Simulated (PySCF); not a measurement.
BClFH2Si (calculated)

All values are calculated (PySCF 2.14.0). Calculation on a computer-drawn molecule: the log of a Hartree-Fock and frozen-core CCSD(T) single point meant for a local Hartree-Fock minimum, with one planted fault or none, to be diagnosed. Offsets are logged minus clean, where the clean run is the same molecule without the fault. The reference is restricted for singlets and unrestricted otherwise, and also for a bond in bohr or an excited solution. Adding or removing an electron swaps singlet and doublet. The excited solution moves the top pair (singlet) or top alpha electron (doublet) to the lowest empty orbital. Highest occupied and lowest empty are orbital energies over both spins, largest force is the largest gradient component, triples share is (T) over the correlation energy, the T1 limit is 0.02 restricted and 0.045 unrestricted, electrons count all cores, a negative frequency is imaginary (commonest isotopes), and the dipole is about the centre of nuclear charge.

```xyz
6
formula=BClFH2Si meant_charge=1 meant_multiplicity=1 meant_basis=cc-pV(D+d)Z logged_electrons=46 logged_basis_functions=30 logged_SCF_converged=yes logged_spin_squared=0 logged_highest_occupied=-15.843 logged_lowest_empty=-1.3337 logged_largest_force=0.050052 logged_T1_diagnostic=0.01761 logged_D1_diagnostic=0.055605 logged_triples_share=0.064205 logged_CC_converged=yes logged_dipole_magnitude=6.5255 logged_SCF_stable_within_its_kind=yes logged_energy_HF=-863.62493 logged_energy_CCSD(T)=-863.77181 possible_faults=no_fault,one_electron_removed,one_electron_added,multiplicity_raised_by_two,geometry_at_a_saddle_point,SCF_held_on_an_excited_solution,minimal_basis_STO-3G,one_bond_length_entered_in_bohr,all_coordinates_scaled
F     -4.5857    -0.5117    -0.8657
B     -3.6073    -0.5222    -0.1301
Si    -1.9378    -0.5303     1.1833
Cl    -2.7914    -0.1022     2.9555
H     -1.1088     0.5347     0.6251
H     -1.4532    -1.9015     1.0477
```

Units: logged_highest_occupied, logged_lowest_empty in eV; logged_largest_force in hartree/bohr; logged_dipole_magnitude in debye; logged_energy_HF, logged_energy_CCSD(T) in hartree.

Drawn bonds:
```
atom  other atom  order
   1           2      1
   2           3      1
   3           4      1
   3           5      1
   3           6      1
```

To be estimated
1. Give the missing planted fault for BClFH2Si.

## Answers
1. minimal basis STO-3G

Further results for BClFH2Si:

- HF energy offset from clean run: 6208 kcal/mol
- CCSD(T) energy offset from clean run: 6447 kcal/mol
